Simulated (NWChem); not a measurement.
Program: NWChem. System: silylarsine (H5AsSi), charge 0, spin multiplicity 1, at a geometry optimised with B3LYP/def2-SVP. Level: B3LYP/x2c-SVPall-2c, scalar ZORA, VWN1-RPA local correlation.

The NWChem input:

```
start mol
memory heap 200 mb stack 900 mb global 1100 mb
geometry units angstroms nocenter noautoz noautosym
  Si     1.556857    -0.299920     0.000000
  As    -0.782922     0.210597     0.000000
  H      2.168629     0.316780     1.213199
  H      2.168629     0.316780    -1.213199
  H      1.847284    -1.763346     0.000000
  H     -1.072058    -0.810518     1.103552
  H     -1.072058    -0.810518    -1.103552
end
basis spherical
  * library x2c-svpall-2c
end
relativistic
  zora on
end
dft
  xc b3lyp
  semidirect memsize 60000000 filesize 0
  iterations 100
  grid fine
end
task dft energy
```

NWChem printed:

```
             Northwest Computational Chemistry Package (NWChem) 7.3.0
             --------------------------------------------------------

                                NWChem Input Module
                                -------------------

 Scaling coordinates for geometry "geometry" by  1.889725989
 (inverse scale =  0.529177249)

                             Geometry "geometry" -> ""
                             -------------------------

 Output coordinates in angstroms (scale by  1.889725989 to convert to a.u.)

  No.       Tag          Charge          X              Y              Z
 ---- ---------------- ---------- -------------- -------------- --------------
    1 Si                  14.0000     1.55685700    -0.29992000     0.00000000
    2 As                  33.0000    -0.78292200     0.21059700     0.00000000
    3 H                    1.0000     2.16862900     0.31678000     1.21319900
    4 H                    1.0000     2.16862900     0.31678000    -1.21319900
    5 H                    1.0000     1.84728400    -1.76334600     0.00000000
    6 H                    1.0000    -1.07205800    -0.81051800     1.10355200
    7 H                    1.0000    -1.07205800    -0.81051800    -1.10355200

 Effective nuclear repulsion energy (a.u.)     162.9399506602

            Nuclear Dipole moment (a.u.)
            ----------------------------
        X                 Y               Z
 ---------------- ---------------- ----------------
    -0.0000037795    -0.0000018897     0.0000000000


 Summary of "ao basis" -> "" (spherical)
 ------------------------------------------------------------------------------
       Tag                 Description            Shells   Functions and Types
 ---------------- ------------------------------  ------  ---------------------
 *                       x2c-svpall-2c                on all atoms

                                 NWChem DFT Module
                                 -----------------

 Summary of "ao basis" -> "ao basis" (spherical)
 ------------------------------------------------------------------------------
[...]
 Vector   26  Occ=2.000000D+00  E=-2.689747D-01
              MO Center= -4.4D-01,  1.3D-01,  6.5D-10, r^2= 3.1D+00
   Bfn.  Coefficient  Atom+Function         Bfn.  Coefficient  Atom+Function
  ----- ------------  ---------------      ----- ------------  ---------------
    40      0.321380  2 As py                25      0.306142  2 As s
    37      0.292126  2 As py                26      0.255763  2 As s
    39     -0.256512  2 As px                36     -0.244847  2 As px
    24     -0.195310  2 As s                 11      0.188526  1 Si px
    14      0.184079  1 Si px                31     -0.173667  2 As py

 Vector   27  Occ=0.000000D+00  E= 6.566382D-03
              MO Center=  4.3D-01, -1.8D-01,  2.6D-08, r^2= 5.0D+00
   Bfn.  Coefficient  Atom+Function         Bfn.  Coefficient  Atom+Function
  ----- ------------  ---------------      ----- ------------  ---------------
    14      0.952036  1 Si px                39      0.939830  2 As px
     4     -0.567527  1 Si s                  3     -0.448677  1 Si s
    26      0.389936  2 As s                 71      0.290288  5 H  s
    36      0.272201  2 As px                11      0.228457  1 Si px
     2      0.205437  1 Si s                 25      0.200221  2 As s

 Vector   28  Occ=0.000000D+00  E= 1.467901D-02
              MO Center= -6.3D-01, -6.9D-02, -2.9D-08, r^2= 3.7D+00
   Bfn.  Coefficient  Atom+Function         Bfn.  Coefficient  Atom+Function
  ----- ------------  ---------------      ----- ------------  ---------------
    41      1.039021  2 As pz                76     -0.822236  6 H  s
    81      0.822236  7 H  s                 38      0.270872  2 As pz
    16      0.245434  1 Si pz                75     -0.240811  6 H  s
    80      0.240811  7 H  s                 61     -0.219742  3 H  s
    66      0.219742  4 H  s                 32     -0.166304  2 As pz

 Vector   29  Occ=0.000000D+00  E= 2.050652D-02
              MO Center= -9.1D-02, -4.1D-01,  1.5D-08, r^2= 5.2D+00
   Bfn.  Coefficient  Atom+Function         Bfn.  Coefficient  Atom+Function
  ----- ------------  ---------------      ----- ------------  ---------------
    26      1.300736  2 As s                 76     -0.964460  6 H  s
    81     -0.964460  7 H  s                 40     -0.922035  2 As py
    71     -0.575993  5 H  s                 14      0.571206  1 Si px
    15     -0.518352  1 Si py                25      0.383717  2 As s
     3      0.360865  1 Si s                 24     -0.243243  2 As s

 center of mass
 --------------
 x =  -0.19310232 y =   0.08079877 z =   0.00000000

 moments of inertia (a.u.)
 ------------------
          56.150382026054          89.603843176041           0.000000000000
          89.603843176041         475.896800590995           0.000000000000
           0.000000000000           0.000000000000         493.326481288042

     Multipole analysis of the density
     ---------------------------------

     L   x y z        total         alpha         beta         nuclear
     -   - - -        -----         -----         ----         -------
     0   0 0 0     -0.000000    -26.000000    -26.000000     52.000000

     1   1 0 0      0.028687      0.014346      0.014346     -0.000004
     1   0 1 0     -0.129772     -0.064885     -0.064885     -0.000002
     1   0 0 1      0.000000      0.000000      0.000000      0.000000

     2   2 0 0    -26.501689   -136.949185   -136.949185    247.396682
     2   1 1 0      0.604368     21.949492     21.949492    -43.294617
     2   1 0 1     -0.000000     -0.000000     -0.000000      0.000000
     2   0 2 0    -26.594370    -26.415278    -26.415278     26.236186
     2   0 1 1      0.000000      0.000000      0.000000      0.000000
     2   0 0 2    -25.460382    -22.335207    -22.335207     19.210032

 Task  times  cpu:       10.8s     wall:       10.8s

 Total times  cpu:       10.9s     wall:       10.9s
```
